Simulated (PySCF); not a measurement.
# PbO at RHF-SCS-MP2

Level: RHF-SCS-MP2. basis Pb def2-SVPD with ECP60, O def2-SVPD; scalar-relativistic core potentials; PySCF 2.14.

For PbO, the state is ¹Σ⁺ (singlet), closed shell and the bond length is 1.976 Å. The harmonic wavenumber is 708 cm⁻¹. The force constant is 4.38 mdyn/Å and the rotational constant Be is 0.2908 cm⁻¹. The well depth De to Pb + O is 5.03 eV. The dissociation energy D0 is 4.99 eV.

Correlated steps freeze 5 core orbitals. Correlated levels converge slowly with the basis: in double zeta they bind strong bonds too weakly, by up to about 1 eV, and carry superposition errors of some tenths. These are scalar-relativistic numbers at best; spin–orbit coupling would shift them, the dissociation energy most. Where the molecule has an RHF reference, its open-shell atoms are computed with UHF.
